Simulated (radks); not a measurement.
Problem. The helium ion He+, 1s1. All-electron calculation, non-relativistic Kohn-Sham, exchange-only LDA, spin-polarised, spherical densities, point nucleus. Program: a radial shooting solver on a logarithmic mesh with Libxc functionals. Every spin shell is full or empty, so the densities are truly spherical. Functionals are evaluated on that one density, not self-consistently. Rank these orbital-free kinetic functionals by their error against the exact value of the orbitals, and give that value: Thomas-Fermi, von Weizsacker, TF + vW, LC94, APBEK, revAPBEK, Perdew 92, PG1.

Solution. Exact: 1.91259 hartree. From best to worst, with 100 (|E| - |E exact|)/|E exact| (equal figures are ties): von Weizsacker 0.00, APBEK +1.85, LC94 +1.99, Perdew 92 +2.49, revAPBEK +2.74, Thomas-Fermi -8.64, PG1 +54.82, TF + vW +91.36.
